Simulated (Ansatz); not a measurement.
`O[B]1[SiH2][Zn]1`, 7 atoms. The species carries charge 0 and has multiplicity 1. For Zn the d shell is correlated and the shells below it are frozen. Scalar relativity is left out up to krypton. All runs use 4 threads of an Arm Neoverse V2 on a shared host. Correlated methods freeze the cores.

Problem. Give the basis size and wall time and peak host memory of each of these runs in Ansatz. RKS ωB97M-V/def2-QZVPP energy; RKS ωB97M-V/def2-SVP energy; RHF-CCSD(T) with 3s3p of Cu, Zn/def2-SVP energy; RKS r2SCAN-D4/def2-TZVPP energy and forces; RHF-MP2 with 3s3p of Cu, Zn/def2-QZVPP energy; RKS B2PLYP (frozen core with 3s3p of Cu, Zn)/def2-TZVPP energy; RKS PBE0-D4/def2-SVP energy; RKS revPBE-D4/def2-TZVPP energy; RKS PBE0-D4/def2-TZVP frequencies; RKS r2SCANh-D4/def2-TZVPP energy; direct RPA on PBE orbitals with 3s3p of Cu, Zn/def2-TZVPP energy; RHF-CCSD(T) with 3s3p of Cu, Zn/def2-TZVPP energy. (Best estimate.)

Solution. Computed: Other jobs shared the machine, so times are rough.

| level | job | functions | wall time | peak host memory (GiB) |
| --- | --- | --- | --- | --- |
| RKS PBE0-D4/def2-SVP | energy | 92 | 1.1 s | 0.18 |
| RKS revPBE-D4/def2-TZVPP | energy | 210 | 1.6 s | 0.27 |
| RHF-CCSD(T) with 3s3p of Cu, Zn/def2-SVP | energy | 92 | 2.9 s | 0.3 |
| RKS r2SCAN-D4/def2-TZVPP | energy and forces | 210 | 3.7 s | 0.3 |
| RKS r2SCANh-D4/def2-TZVPP | energy | 210 | 4.2 s | 0.53 |
| direct RPA on PBE orbitals with 3s3p of Cu, Zn/def2-TZVPP | energy | 210 | 4.4 s | 0.45 |
| RKS ωB97M-V/def2-SVP | energy | 92 | 4.8 s | 0.28 |
| RKS B2PLYP (frozen core with 3s3p of Cu, Zn)/def2-TZVPP | energy | 210 | 4.8 s | 0.5 |
| RKS ωB97M-V/def2-QZVPP | energy | 374 | 16 s | 1.5 |
| RHF-MP2 with 3s3p of Cu, Zn/def2-QZVPP | energy | 374 | 17 s | 1.7 |
| RHF-CCSD(T) with 3s3p of Cu, Zn/def2-TZVPP | energy | 210 | 62 s | 2.7 |
| RKS PBE0-D4/def2-TZVP | frequencies | 165 | 74 s | 0.43 |
